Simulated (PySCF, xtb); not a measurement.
Acid–base and redox partners of C=[SiH2]. Isolated molecules, 0 K electronic values unless said otherwise. Strings in code marks are SMILES.

Quantity: proton affinity at 298 K, in kcal/mol. Thermal and zero-point terms are GFN2-xTB rigid-rotor harmonic values (xtb).

Case: proton added at C1: `C[SiH2+]`. The other species in the difference include `C=[SiH2]` (neutral, multiplicity 1). Geometry of `C[SiH2+]` (charge +1, multiplicity 1, Å):

```xyz
7

C     -0.8336     0.0146     0.0199
Si     0.9787     0.0101     0.0282
H     -1.2411     1.0272     0.0023
H     -1.1470    -0.4783    -0.9160
H     -1.2490    -0.5674     0.8448
H      1.7406    -1.1107     0.5956
H      1.7515     1.1045    -0.5748
```

### Question
Predict the proton affinity at 298 K from HF/STO-3G // B3LYP-D3(BJ)/def2-TZVP (PySCF).

### Answer
294.8 kcal/mol.
